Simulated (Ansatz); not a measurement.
Consider the formal loss of a carbene: `CCBS[SiH3]` → `CBS[SiH3]` + `[CH2]` (triplet).

Isolated molecules relaxed with PBE0-D4/def2-TZVP in Ansatz; ΔE leaves out vibrations. CBS: MP2 limit from def2 TZ/QZ plus the TZ coupled-cluster correction, frozen cores. This one scheme is used for every species. Functionals use def2-TZVPP. Triplets are unrestricted, without spin–orbit coupling. One conformer a species, not always the lowest.

`CCBS[SiH3]`:

Cartesian coordinates in Å:
```
C 1.800 1.379 1.016
C 0.378 1.458 0.461
B -0.144 0.119 -0.145
S -1.830 -0.419 0.141
Si -1.823 -2.213 -1.041
H 2.156 2.357 1.349
H 2.498 1.007 0.263
H 1.853 0.702 1.872
H -0.309 1.871 1.206
H 0.365 2.172 -0.378
H 0.571 -0.561 -0.830
H -1.559 -1.892 -2.465
H -3.167 -2.827 -0.909
H -0.791 -3.153 -0.541
```

`CBS[SiH3]`:

Cartesian coordinates in Å:
```
C -1.744 0.805 1.118
B -0.463 0.176 0.499
S -0.132 0.315 -1.258
Si 1.730 -0.755 -1.343
H -2.324 0.026 1.627
H -2.395 1.319 0.409
H -1.459 1.511 1.907
H 0.325 -0.413 1.186
H 2.746 -0.089 -0.493
H 2.175 -0.740 -2.759
H 1.541 -2.155 -0.893
```

`[CH2]` (triplet):

```xyz
3

C     0.076   -0.251   -0.085
H    -0.393    0.327   -0.866
H     0.317   -0.076    0.952
```

```csv
species,r2SCANh-D4 energy (Eh)
`CCBS[SiH3]`,-794.13897
`CBS[SiH3]`,-754.84115
`[CH2]` (triplet),-39.14591
```

Q: Work out ΔE.

A: ΔE = (-754.84115) + (-39.14591) − (-794.13897) = 0.15191 Eh = +398.8 kJ/mol. CCSD(T)/CBS gives +425.3 kJ/mol.

Largest T1 diagnostic among the species: 0.013.

At CCSD(T), def2-SVP lies −15.2 kJ/mol from the extrapolated value and def2-TZVPP −11.0 kJ/mol. Leaving LDA and LC-ωPBE aside and taking each functional with its dispersion term where it has one, the values, not all of them listed here, spread over 38.0 kJ/mol, from r2SCAN0-D4 to ωB97X-V. LDA lies +71.9 kJ/mol from PBE without D4. From BLYP to BHLYP (50 % exact exchange), in def2-TZVPP and without D4, ΔE moves by −4.2 kJ/mol.
